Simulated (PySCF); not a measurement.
# Dipole response of Ga⁺ (gallium, charge +1)

[Ar] 3d9 4s2 4p1, one real determinant (an excited configuration). All numbers are calculated (PySCF 2.14, a scalar-relativistic core potential, in aug-cc-pV5Z-PP with ECP10MDF). Coupled (time-dependent) response in atomic units; α is the mean over directions.

```json
{"method": "UHF", "mean α (bohr³)": "20.70", "α xx, yy, zz": "19.81, 19.81, 22.46", "C₆ (like pair)": "124.8", "S(−4)": "157.4"}
```

S(−4) is the Cauchy moment in α(ω) = α(0) + S(−4) ω² + …

Spin-orbit coupling is absent.

α(iu) at UHF:

| u (hartree) | α(iu) (bohr³) |
| --- | --- |
| 0 | 20.70 |
| 0.0500 | 20.31 |
| 0.100 | 19.25 |
| 0.200 | 16.00 |
| 0.300 | 12.61 |
| 0.500 | 7.735 |
| 0.750 | 4.623 |
| 1.00 | 3.091 |
| 1.50 | 1.728 |
| 2.00 | 1.145 |
| 3.00 | 0.6408 |
| 5.00 | 0.2961 |

A single London oscillator, α(iu) = α/(1 + u²/ω²), gives C₆ = (3/4) ω α². Matching the computed C₆ needs ω = 4 × 124.8 / (3 × 20.70²) = 0.388 hartree.

For an ion, C₆ is the dispersion term alone; charge-induced terms of lower order in 1/R come first.

The components differ because the open shell of this determinant is not spherical; for a pure term their mean is the scalar polarisability.

⟨L²⟩ = 8.04 against 12 for a pure F term, so this real determinant mixes terms. Energies and moments cover only the electrons outside the core potential.
